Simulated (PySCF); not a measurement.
# Scandium: a sound run and one with changed settings

Sound run: Sc [Ar] 3d1 4s2, Sc⁺ [Ar] 3d1 4s1. Calculation: PySCF 2.14, in aug-cc-pVDZ; no relativity, point nucleus. In the sound run the correlated levels freeze [Ar]. The sound run starts from symmetry-adapted Hartree-Fock orbitals and uses a fine grid where one is needed.

Changed run: the spin-free X2C one-electron Hamiltonian (Gaussian nucleus). This setting is unsound on purpose.

```json
{"species": "Sc", "method": "UHF", "sound run (hartree)": "-759.73804", "changed run (hartree)": "-762.77675", "converged": "yes"}
{"species": "Sc", "method": "M06-L", "sound run (hartree)": "n/a", "changed run (hartree)": "-763.62160", "converged": "no"}
{"species": "Sc", "method": "MP2", "sound run (hartree)": "-759.76465", "changed run (hartree)": "-762.80350", "converged": "yes"}
{"species": "Sc⁺", "method": "UHF", "sound run (hartree)": "-759.54076", "changed run (hartree)": "-762.57851", "converged": "yes"}
{"species": "Sc⁺", "method": "M06-L", "sound run (hartree)": "-760.33968", "changed run (hartree)": "-763.37749", "converged": "no"}
{"species": "Sc⁺", "method": "MP2", "sound run (hartree)": "-759.54323", "changed run (hartree)": "-762.58103", "converged": "yes"}
```

Ionisation energy of Sc:

```
 method  sound run (eV)  changed run (eV)
    UHF           5.368             5.394
    LDA           6.653             6.679
    MP2           6.025             6.054
SCS-MP2           6.157             6.186
```

Most of the change in total energy is the relativistic energy itself. On top of that the contraction fixes the core shape for the Hamiltonian it was made with, so the changed run is not a good calculation with the other Hamiltonian either.

For comparison, NIST gives 6.561 eV between the lowest levels.
